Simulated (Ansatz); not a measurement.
Born–Oppenheimer molecular dynamics of C2H6BCl (10 atoms, charge 0, multiplicity 1). It goes on from the last frame of an earlier run, with new velocities.

Level of theory: Ansatz, RKS r2SCANh-D4/STO-3G.

* ensemble: NVE (velocity Verlet)
* time step: 1 fs
* steps asked: 250
* starting velocities drawn for: 300 K
* seed: 403658

First frame:

```xyz
10
Properties=species:S:1:pos:R:3
B -0.042 -0.114 0.198
Cl -0.600 -0.283 1.900
C 1.553 0.154 -0.039
H 1.916 -0.724 -0.601
H 1.722 1.015 -0.653
H 2.076 0.340 0.889
C -0.984 -0.276 -0.948
H -1.486 -1.266 -0.966
H -1.800 0.480 -1.054
H -0.391 -0.182 -1.830
```

(1) How far do the bonds stretch over the last three quarters of this one trajectory? (Pairs bonded in most of those frames.)

Answers

(1) 
| bond | mean (Å) | spread (Å) | shortest | longest |
| --- | --- | --- | --- | --- |
| B1–Cl2 | 1.797 | 0.025 | 1.74 | 1.85 |
| B1–C3 | 1.571 | 0.032 | 1.51 | 1.63 |
| B1–C7 | 1.576 | 0.050 | 1.49 | 1.68 |
| C3–H4 | 1.099 | 0.025 | 1.05 | 1.15 |
| C3–H5 | 1.105 | 0.030 | 1.03 | 1.17 |
| C3–H6 | 1.098 | 0.024 | 1.05 | 1.14 |
| C7–H8 | 1.102 | 0.012 | 1.08 | 1.12 |
| C7–H9 | 1.100 | 0.034 | 1.04 | 1.16 |
| C7–H10 | 1.100 | 0.033 | 1.04 | 1.16 |

Mean temperature of the second half: 299 K. The conserved energy stayed within 1.1 meV per atom of its start (net change 0.24 meV per atom), so the integration is sound. A run of 0.25 ps of so small a system gives no equilibrium averages. Limits of this set-up: minimal basis.

Run time: 11 min on 1 thread of Arm Neoverse V1, on a shared host, peak memory 0.1 GiB.
